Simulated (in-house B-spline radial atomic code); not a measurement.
A fraction x of an electron is removed from 2s in O⁵⁺, starting from [He] 2s1 and keeping the highest spin. Level of theory: scalar-relativistic (X2C) revTPSS, spin-polarised, spherical fractional occupations, Fermi nucleus of rms radius 2.6991 fm; calculated with a B-spline radial code for spherical atoms.

```
   x  E(x) - E(0) (eV)  2s up level (eV)
   0            0.0000          -128.714
0.09           11.6705          -130.625
0.14           18.2280          -131.675
0.34           44.9745          -135.754
0.41           54.5255          -137.122
 0.5           66.9434          -138.819
0.61           82.3222          -140.770
0.73           99.3328          -142.705
0.76          103.6208          -143.155
0.88          120.9049          -144.933
   1          138.4140                 -
```

The exact functional would give a straight line between the two integer points. Deviations E(x) - E(0) - x[E(1) - E(0)], in eV: -0.787 at x = 0.09, -1.15 at x = 0.14, -2.086 at x = 0.34, -2.224 at x = 0.41, -2.264 at x = 0.5, -2.11 at x = 0.61, -1.709 at x = 0.73, -1.574 at x = 0.76, -0.899 at x = 0.88.

The curve lies below the straight line by up to 2.264 eV (at x = 0.5): convex, the delocalisation error that favours fractional charges.

Task: How well does Slater's transition state (minus the level at half occupation) give the ionisation energy?

Result: It gives 138.819 eV against 138.414 eV from the two total energies; NIST lists 138.12 eV, ground level to ground level.
